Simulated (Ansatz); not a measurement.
Abridged output of a molecular run in Ansatz:

```
Functional definition: HF
946 factors; integrals over basis functions are off by at most 1.2e-3 eV
mean field evaluation 1: about -68537.2936 eV, gradient 2.2e1 eV
mean field evaluation 2: about -68537.3615 eV, gradient 2.2e1 eV
mean field evaluation 4: about -68539.0622 eV, gradient 2.9e0 eV
mean field evaluation 8: about -68539.1020 eV, gradient 1.1e-1 eV
mean field evaluation 16: about -68539.0217 eV, gradient 8.0e-1 eV
mean field -68539.10212647 eV, -2518.7655456756 hartree, gradient 4.7e-6 eV, S^2 0.000000; 0 other end points of the search recorded, 0 dependent functions left out
12 core orbitals not correlated: weight in the atoms' cores, before any rotation towards them, 1.000 or more for the frozen orbitals, at most 0.000 for the correlated occupied ones
reference -68539.10212647 eV, -2518.7655456756 hartree; 16, 16 occupied and 66, 66 virtual orbitals, 946 factors
second order -16.91533526 eV of doubles, -0.00000000 eV of singles
cycle   1  -17.02475042 eV  change   -1.1e-1 eV  update   1.2e-1
cycle   2  -17.52489125 eV  change   -5.0e-1 eV  update   3.7e-2
cycle   3  -17.66175328 eV  change   -1.4e-1 eV  update   2.5e-2
cycle   4  -17.64718101 eV  change    1.5e-2 eV  update   8.1e-3
cycle   5  -17.64255049 eV  change    4.6e-3 eV  update   3.9e-3
cycle   6  -17.64359146 eV  change   -1.0e-3 eV  update   1.3e-3
cycle   7  -17.64278031 eV  change    8.1e-4 eV  update   7.2e-4
cycle   8  -17.64298499 eV  change   -2.0e-4 eV  update   2.9e-4
cycle   9  -17.64307558 eV  change   -9.1e-5 eV  update   8.7e-5
cycle  10  -17.64305369 eV  change    2.2e-5 eV  update   2.4e-5
perturbative correction -0.63807215 eV, -0.0234487189 hartree
Total energy: -68557.38325230 eV, -2519.4373646586 hartree
```

Its atoms:

Z-matrix (Å, degrees):
```
B
Se 1 2.269
C 1 1.528 2 52.6
H 1 1.197 2 112.1 3 -109.8
H 1 1.197 2 112.1 3 109.8
N 3 1.305 1 143.1 2 180.0
H 6 1.009 3 121.4 1 180.0
H 6 1.008 3 120.4 1 0.0
```

Question: Which basis set was used?
A. def2-QZVPP
B. def2-SVP
C. cc-pV(T+d)Z
D. cc-pV(Q+d)Z

Answer: B. It gives 94 functions.

Question: Write the keys of the input that set method, charge and spin (a neutral closed shell needs none for the last two).

Answer: 
```yaml
correlation: {method: ccsd_t}
```
